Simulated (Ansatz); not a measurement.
BCl3, charge -1, doublet, geometry from GFN2-xTB (a state made from the parent by changing its charge; the spin is typed, not shown lowest) (a gas-phase anion, which may not be bound at this level); MP2/aug-cc-pVDZ (Ansatz, a program for electronic structure).

The Ansatz input:
Ansatz 0.2 input:
```yaml
crystal:
  periodic: [false, false, false]
  atoms:
    - {symbol: B, position_ang: [0.00409589, 0.01392452, 0.00870572]}
    - {symbol: Cl, position_ang: [1.75461390, -0.24874663, -0.43087965]}
    - {symbol: Cl, position_ang: [-0.68171649, -0.74958120, 1.51644082]}
    - {symbol: Cl, position_ang: [-1.07410209, 0.99423238, -1.08812167]}
basis:
  gaussian:
    orbitals: aug-cc-pVDZ
total_charge: -1
magnetization: {spin_polarized: true, initial_magnetization: 1}
correlation: {method: mp2, electrons: outside_noble_gas}
accuracy: high
```

Question: What does Ansatz print? Leave out banner, timings and long lists.

Answer: 
```
Functional definition: HF
2079 factors; integrals over basis functions are off by at most 3.1e-9 eV
mean field evaluation 1: about -38182.3618 eV, gradient 1.9e1 eV
mean field evaluation 2: about -38182.4245 eV, gradient 1.9e1 eV
mean field evaluation 4: about -38185.0863 eV, gradient 2.0e0 eV
mean field evaluation 8: about -38185.1832 eV, gradient 2.0e-1 eV
mean field evaluation 16: about -38185.7006 eV, gradient 5.6e0 eV
mean field evaluation 32: about -38185.1436 eV, gradient 1.2e0 eV
mean field evaluation 64: about -38185.4847 eV, gradient 7.3e0 eV
mean field evaluation 96: about -38181.7136 eV, gradient 2.0e1 eV
mean field evaluation 128: about -38185.1511 eV, gradient 2.6e-4 eV
mean field -38186.06260398 eV, -1403.3119172533 hartree, gradient 2.4e-8 eV, S^2 0.769160; 8 other end points of the search recorded, 0 dependent functions left out
16 core orbitals not correlated
reference -38186.06260398 eV, -1403.3119172533 hartree; 13, 12 occupied and 75, 76 virtual orbitals, 2079 factors
second order -14.36916139 eV of doubles, -0.00000000 eV of singles
Total energy: -38200.43176537 eV, -1403.8399741947 hartree
```
